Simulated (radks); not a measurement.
Valence configurations of the sulfur ion S3+ (all share [Ne]). Calculated with a radial shooting solver on a logarithmic mesh with Libxc functionals: non-relativistic Kohn-Sham, PBE, spin-polarised, spherical densities, point nucleus; open shells are filled with parallel spins first. Energies are relative to 3s2 3p1; eigenvalues in eV for spin up.

valence,E (eV),moment (Bohr magnetons),e(3p),e(3s)
3s2 3p1,0.000,1,-40.994,-52.825
3s1.5 3p1.5,4.642,2,-41.812,-53.708
3s1 3p2,8.458,3,-42.480,-54.451
3s0.5 3p2.5,14.445,3,-42.714,-54.690
3p3,20.435,3,-42.943,-

NIST lists [Ne] 3s2 3p1 as the ground configuration; this level of theory agrees among the configurations tried. The energies are those of spherical high-spin densities, not of single terms.
